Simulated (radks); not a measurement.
The numbers below are computed, except where a source is named.
Task: Ionisation of the thulium ion Tm+, [Xe] 4f13 6s1, to [Xe] 4f13 as the strength of local exchange is varied. Code: a radial shooting solver on a logarithmic mesh with Libxc functionals. Model: scalar-relativistic Kohn-Sham, Slater X-alpha exchange (alpha = 2/3 is LDA exchange), no correlation, spin-polarised, spherical densities, point nucleus; open shells are filled with parallel spins first (spin-orbit coupling, left out, can overturn this in heavy ions).

alpha  E(Tm+) (hartree)  exchange (hartree)  IE (eV)  -e of the level emptied (eV)  <r> of it (bohr)
0.605       -13526.8110           -244.0534   11.463                    8.745 (6s)             3.643
0.617       -13531.6736           -248.9951   11.530                    8.817 (6s)             3.634
0.667       -13551.9554           -269.6269   11.813                    9.121 (6s)             3.595
0.713       -13570.6449           -288.6666   12.079                    9.409 (6s)             3.559
0.809       -13609.7415           -328.5820   12.649                   10.028 (6s)             3.487
0.972       -13676.4096           -396.9107   13.661                   11.135 (6s)             3.368
x           -13604.0322           -322.7459   12.565                    9.936 (6s)             3.497

Which alpha was used in the last row?

Result: alpha = 0.795. NIST Atomic Spectra Database: 12.07 eV (semi-empirical). The Delta-SCF value meets it near alpha = 0.71. Open shells are spherical and high-spin; term and fine-structure splittings are not resolved. Spin-orbit splitting is averaged out at the scalar-relativistic level.
